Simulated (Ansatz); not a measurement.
Start from `C[S][Ti]([F])([F])[Cl]` and change one atom or group to get `[F][Ti]([F])([SH])[Cl]`.

Ansatz, PBE0-D4/def2-TZVP geometries, multiplicity 1. Each molecule was computed in one conformer, which needn't be the lowest.

Scalar relativity is left out up to krypton.

| property | `C[S][Ti]([F])([F])[Cl]` |
| --- | --- |
| size of the dipole moment (PBE/def2-TZVPP) / D | 2.22 |
| ideal-gas entropy at 298 K and 1 bar (rigid rotor, harmonic PBE0-D4/def2-TZVP) / J/(mol·K) | 409 |
| LUMO energy (PBE/def2-TZVPP) / eV | -3.98 |
| size of the dipole moment (ωB97M-V/def2-TZVPP) / D | 2.15 |
| HOMO–LUMO gap (PBE0/def2-TZVPP) / eV | 4.79 |
| HOMO energy (ωB97M-V/def2-TZVPP) / eV | -9.97 |

Question: What does the change do to each property? (Best estimate.)

Answer: Ansatz gave: 
| property | `[F][Ti]([F])([SH])[Cl]` | shift |
| --- | --- | --- |
| size of the dipole moment (PBE/def2-TZVPP) / D | 1.02 | -1.20 |
| ideal-gas entropy at 298 K and 1 bar (rigid rotor, harmonic PBE0-D4/def2-TZVP) / J/(mol·K) | 367 | -42 |
| LUMO energy (PBE/def2-TZVPP) / eV | -4.20 | -0.22 |
| size of the dipole moment (ωB97M-V/def2-TZVPP) / D | 1.01 | -1.14 |
| HOMO–LUMO gap (PBE0/def2-TZVPP) / eV | 5.13 | 0.34 |
| HOMO energy (ωB97M-V/def2-TZVPP) / eV | -10.52 | -0.55 |

With PBE0 the HOMO falls by 0.54 eV and the LUMO falls by 0.21 eV, so the gap widens by about 0.33 eV. PBE moves the HOMO by -0.50 eV and ωB97M-V by -0.55 eV. The zero-point energy changes by -78.8 kJ/mol with -9 modes. Dipoles are sizes alone; their direction can turn. Modes under 60 cm⁻¹, often nearly free rotors, make the harmonic entropy too high.
